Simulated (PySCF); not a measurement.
but-3-ene-1-selenol (C4H8Se), SMILES C=CCC[SeH].

Geometry optimised at PBE-D3(BJ)/def2-SVP. Other conformers were not sampled.

Level of theory: PBE-D3(BJ)/def2-SVP (PySCF).

Frequencies are harmonic and unscaled.

### Question
Estimate the vibrational spectrum. (An estimate is asked for; the answer gives what the named calculation found.)

### Answer

| mode | ν (cm⁻¹) | IR (km/mol) | moving atoms (share of kinetic energy) |
|---|---|---|---|
| 1 | 80 | 0.4 | C 66 %, H 27 % |
| 2 | 90 | 0.6 | C 59 %, H 38 % |
| 3 | 174 | 3.5 | H 72 %, C 26 % |
| 4 | 203 | 3.9 | H 51 %, C 38 %, Se 11 % |
| 5 | 271 | 0.1 | C 51 %, H 26 %, Se 23 % |
| 6 | 417 | 1.5 | C 54 %, H 46 % |
| 7 | 570 | 2.8 | C 47 %, H 46 % |
| 8 | 652 | 7.1 | H 70 %, C 28 % |
| 9 | 691 | 6.9 | H 66 %, C 32 % |
| 10 | 788 | 10.0 | H 81 %, C 19 % |
| 11 | 901 | 34.4 | H 73 %, C 27 % |
| 12 | 910 | 0.9 | H 68 %, C 32 % |
| 13 | 934 | 0.3 | H 52 %, C 47 % |
| 14 | 993 | 12.2 | H 89 %, C 11 % |
| 15 | 1027 | 2.4 | C 71 %, H 29 % |
| 16 | 1057 | 12.3 | H 72 %, C 28 % |
| 17 | 1157 | 5.0 | H 68 %, C 32 % |
| 18 | 1175 | 9.0 | H 72 %, C 28 % |
| 19 | 1244 | 3.5 | H 88 %, C 12 % |
| 20 | 1262 | 1.5 | H 78 %, C 22 % |
| 21 | 1280 | 3.9 | H 71 %, C 29 % |
| 22 | 1378 | 1.1 | H 85 %, C 15 % |
| 23 | 1393 | 0.4 | H 92 % |
| 24 | 1408 | 6.6 | H 89 %, C 11 % |
| 25 | 1672 | 7.8 | C 88 %, H 12 % |
| 26 | 2348 | 23.7 | H 99 % |
| 27 | 2965 | 9.0 | H 95 % |
| 28 | 3001 | 10.7 | H 95 % |
| 29 | 3019 | 5.7 | H 91 %, C 9 % |
| 30 | 3059 | 15.8 | H 93 % |
| 31 | 3067 | 8.5 | H 91 %, C 9 % |
| 32 | 3070 | 4.4 | H 93 % |
| 33 | 3166 | 10.0 | H 89 %, C 11 % |
